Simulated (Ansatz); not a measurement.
Reaction (formal exchange of groups at a B–C bond): `NCBO` + `BCCl` → `BC(Cl)BO` + CH₃NH₂

Gas-phase electronic energies from Ansatz, PBE0-D4/def2-TZVP geometries. CCSD(T)/CBS is the MP2 limit (def2-TZVPP, def2-QZVPP) plus CCSD(T) − MP2 in def2-TZVPP, frozen cores. This one scheme is used for every species. Functionals use def2-TZVPP. B3LYP here is the variant with VWN-RPA as its local correlation; programs differ in this. One conformer a species, not always the lowest.

```
             level  ΔE (kJ/mol)  difference from CCSD(T)/CBS
            PBE-D4        -18.0                         -0.5
         r2SCAN-D4        -18.9                         -1.4
           PBE0-D4        -16.7                          0.8
          B3LYP-D4        -16.8                          0.7
           ωB97X-V        -14.4                          3.1
           ωB97M-V        -15.4                          2.1
            B2PLYP        -15.4                          2.1
               PBE        -16.2                          1.3
            r2SCAN        -18.4                         -0.9
              PBE0        -15.1                          2.4
             B3LYP        -13.9                          3.6
     HF/def2-TZVPP        -12.8                          4.7
    MP2/def2-TZVPP        -18.2                         -0.7
SCS-MP2/def2-TZVPP        -16.5                          1.0
   CCSD/def2-TZVPP        -15.1                          2.4
CCSD(T)/def2-TZVPP        -16.6                          0.9
     HF/def2-QZVPP        -13.3                          4.2
    MP2/def2-QZVPP        -18.9                         -1.4
SCS-MP2/def2-QZVPP        -17.1                          0.4
      HF/CBS(def2)        -13.3                          4.2
     MP2/CBS(def2)        -19.0                         -1.5
    CCSD/CBS(def2)        -16.0                          1.5
       CCSD(T)/CBS        -17.5                            0
```

Largest T1 diagnostic among the species: 0.013.

In def2-TZVPP, CCSD(T) changes the Hartree–Fock value by −3.9 kJ/mol (the triples alone add −1.5 kJ/mol) and MP2 by −5.5 kJ/mol.
